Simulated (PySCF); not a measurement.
phenylsilane: calculation and literature

Numbering as in the mapped SMILES `[SiH3:1][c:2]1[cH:3][cH:4][cH:5][cH:6][cH:7]1` (H(Xn): hydrogen on atom n).

Calculated, not measured (PySCF 2.14): σ from GIAO-PBE0/pcSseg-1, geometry: GFN2-xTB. Gas phase, one computed conformer, no relativistic terms, averaged over atoms made equivalent by symmetry, fast rotation or ring inversion.

Reference values: measured (solution, CCl4; Shapiro, Mohrmann, J. Phys. Chem. Ref. Data 1977, 6, 919).
```
      atoms  quantity  reference  computed  computed, scaled
H(C3)/H(C7)      δ 1H       7.52      7.87              7.51
      H(C5)      δ 1H       7.32      7.66              7.32
H(C4)/H(C6)      δ 1H       7.27      7.65              7.31
```

Reference values: measured (solution, CCl4, 309 K; Shapiro, Mohrmann, J. Phys. Chem. Ref. Data 1977, 6, 919).
```
      atoms  quantity  reference  computed  computed, scaled
H(C3)/H(C7)      δ 1H       7.50      7.87              7.51
      H(C5)      δ 1H       7.30      7.66              7.32
H(C4)/H(C6)      δ 1H       7.25      7.65              7.31
```

Computed shifts are σ(ref) − σ with the named reference compound (TMS for H and C) calculated as an isolated molecule at the same level. The measured values may be among those fitted. Scaled to experiment by linear calibration (H and C: mostly CDCl3 data, vs TMS): 1H (scatter 0.17 ppm rms, 0.18 ppm with the 4 outliers that the fit left out). A few per cent of atoms miss by over 2 rms, more outside the fitted compound classes. Hydrogens on heteroatoms aren't scaled, only referred to computed TMS.

How far are the unscaled 1H shifts from the references?

Answers

Mean signed difference +0.37 ppm, mean absolute 0.37 ppm over 6 comparisons; the largest is +0.40 ppm at H(C4)/H(C6) (hydrogen on an aromatic CH).

6 of the 9 published NMR values on file for this molecule are compared. The rest: values from further sources.
